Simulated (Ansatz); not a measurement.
Species: C3H3N2, charge 0, multiplicity 2. It need not be the lowest isomer of its formula. SMILES: [c]1cc[nH]n1
Geometry: optimised at B3LYP-D3(BJ)/def2-TZVP (Ansatz, a program for electronic structure).

Parts of the frozen-core correlation energy in cc-pV5Z (Ansatz, hartree). Frozen orbitals: 5; correlated occupied orbitals by spin: 13 and 12; virtual: 602 and 603. Open shells are spin-unrestricted. Spin-orbit coupling is left out. No relativistic terms.

```json
[
 {"term": "reference (HF)", "value": "-224.23747"},
 {"term": "MP2 opposite-spin", "value": "-0.67851"},
 {"term": "MP2 same-spin", "value": "-0.22987"},
 {"term": "CCSD correlation", "value": "-0.91589"},
 {"term": "(T)", "value": "-0.05111"},
 {"term": "T1 diagnostic", "value": "0.033"},
 {"term": "largest doubles amplitude", "value": "0.042"},
 {"term": "<S^2> of the reference", "value": "0.937"}
]
```
